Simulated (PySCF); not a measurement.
## Excitation energy of Eu by level of theory

Eu [Xe] 4f7 6s2 (8S) → Eu [Xe] 4f7 5d2 (10F), as a difference of total energies. All numbers are calculated (PySCF 2.14, scalar relativity by spin-free X2C-1e, in cc-pVDZ-X2C (8s7p5d3f1g, 84 functions)). The calculations carry no spin-orbit coupling.

```
   method  excitation energy (eV)
      UHF                   3.766
CAM-B3LYP                   3.928
     BP86                   3.629
    B3LYP                   3.857
```
